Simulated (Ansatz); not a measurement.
Se(CN)2 (C₂SeN₂). Total charge 0; singlet. Geometry PBE0-D4/def2-SVP; atoms count from 1.

```xyz
5

Se    0.4416   -0.8754   -0.7914
C     1.1712    0.6937   -0.1697
N     1.7074    1.6646    0.1706
C    -1.1465   -0.7425    0.1255
N    -2.1737   -0.7404    0.6649
```

Estimate the Mulliken populations from the PBE0/def2-TZVP orbitals of Ansatz.


```tsv
atom	charge (e)
Se1	0.42
C2	-0.20
N3	-0.01
C4	-0.20
N5	-0.01
```
Mulliken values depend strongly on the basis.

And the Mayer bond orders between heavy atoms (over 0.3)?

Se1–C2 1.10 (1.84 Å); Se1–C4 1.10 (1.84 Å); C2–N3 2.92 (1.16 Å); C4–N5 2.92 (1.16 Å).
